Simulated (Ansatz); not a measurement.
The inner images of a band of BClF2 + H2 (6 atoms, charge 0, multiplicity 1) are given out of order.

These are results of RKS B3LYP-D4/def2-SVP in Ansatz, not measurements.

Initial state:

```xyz
6
Properties=species:S:1:pos:R:3
B -0.012 0.465 0.154
Cl -0.032 0.948 1.839
F 1.126 0.318 -0.485
F -1.136 0.262 -0.494
H 0.111 -2.466 0.501
H 0.062 -2.198 1.210
```

Final state:

```xyz
6
Properties=species:S:1:pos:R:3
B 0.005 -0.330 -0.571
Cl -0.039 -0.103 2.528
F 1.139 0.328 -0.693
F -1.120 0.335 -0.732
H -0.002 -1.519 -0.397
H 0.135 -1.381 2.592
```

Task: Put them in order from the first end to the last, with their energies above the first end.
A.
```xyz
6
Properties=species:S:1:pos:R:3
B 0.020 -0.395 -0.372
Cl 0.009 -0.047 2.516
F 1.143 0.254 -0.583
F -1.125 0.212 -0.586
H 0.041 -1.560 -0.063
H 0.030 -1.133 1.814
```
B.
```xyz
6
Properties=species:S:1:pos:R:3
B 0.017 -0.285 0.041
Cl -0.002 0.160 2.111
F 1.164 0.129 -0.476
F -1.147 0.068 -0.484
H 0.051 -1.595 0.292
H 0.035 -1.149 1.241
```
C.
```xyz
6
Properties=species:S:1:pos:R:3
B 0.016 -0.353 -0.479
Cl 0.016 -0.070 2.565
F 1.135 0.314 -0.665
F -1.127 0.272 -0.661
H 0.039 -1.528 -0.225
H 0.039 -1.305 2.192
```
D.
```xyz
6
Properties=species:S:1:pos:R:3
B -0.005 0.323 0.184
Cl -0.029 0.809 1.871
F 1.135 0.194 -0.456
F -1.130 0.126 -0.467
H 0.088 -2.192 0.441
H 0.059 -1.931 1.154
```
E.
```xyz
6
Properties=species:S:1:pos:R:3
B 0.001 0.164 0.212
Cl -0.022 0.607 1.928
F 1.138 0.109 -0.449
F -1.124 0.038 -0.458
H 0.069 -1.936 0.394
H 0.056 -1.653 1.099
```
F.
```xyz
6
Properties=species:S:1:pos:R:3
B 0.020 -0.398 -0.197
Cl 0.004 0.022 2.284
F 1.155 0.197 -0.496
F -1.137 0.147 -0.503
H 0.045 -1.577 0.124
H 0.030 -1.062 1.514
```
G.
```xyz
6
Properties=species:S:1:pos:R:3
B 0.009 -0.059 0.195
Cl -0.012 0.378 2.006
F 1.149 0.089 -0.463
F -1.133 0.019 -0.472
H 0.059 -1.714 0.366
H 0.045 -1.383 1.094
```

Result: D (+0.04 eV), E (+0.23 eV), G (+0.86 eV), B (+1.66 eV), F (+1.01 eV), A (+0.66 eV), C (+0.58 eV).

The run took 6.3 min on 1 thread of Intel(R) Xeon(R) 6975P-C (Granite Rapids), with other jobs on the host, peak memory 0.15 GiB.
